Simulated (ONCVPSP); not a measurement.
**Configuration tests for Ni (ONCV)**

Ni (Z = 28), optimised norm-conserving Vanderbilt (ONCV), made with ONCVPSP 4.0.1 (PBE, scalar-relativistic). Core [Ar], reference 3d9 4s1. Waves: 4s: rc 2.10 bohr, ncon 4, nbas 7, qcut 2.7 1/bohr, 2 projectors, debl 2.5 Ha; p scattering state at 0.33 Ha: rc 2.10 bohr, ncon 3, nbas 6, qcut 4.7 1/bohr, 3 projectors, debl 3.3 Ha; 3d: rc 1.55 bohr, ncon 4, nbas 8, qcut 9.8 1/bohr, 2 projectors, debl 1.6 Ha. Local part: polynomial inside 1.25 bohr (lpopt 5, dvloc0 0 Ha). Core correction: none.

Energies are relative to the spin-unpolarised reference configuration 3d9 4s1; without spin polarisation the order of configurations can differ from experiment.

| valence configuration | charge | ΔE all-electron (eV) | error AE − PS (meV) |
| --- | --- | --- | --- |
| 3d8 4s1 | +1 | 10.920 | -11 |
| 3d7 4s2 | +1 | 17.716 | -116 |

(1) What are ΔE and the potential's error for 3d8 4s2?

(2) What are ΔE and the potential's error for 3d8 4s0?

Levels in the configuration 3d7 4s2:

| level | all-electron (eV) | pseudo (eV) |
| --- | --- | --- |
| 3d | -24.001 | -24.114 |
| 4s | -14.992 | -14.966 |

Note: no bound ghost flagged; GHOST(+) flagged for s at 47.3 eV, p at 240.7 eV.

## Answers

(1) ΔE = 1.597 eV all-electron; the error (AE − PS) is -27 meV.

(2) ΔE = 28.270 eV all-electron; the error (AE − PS) is +67 meV.
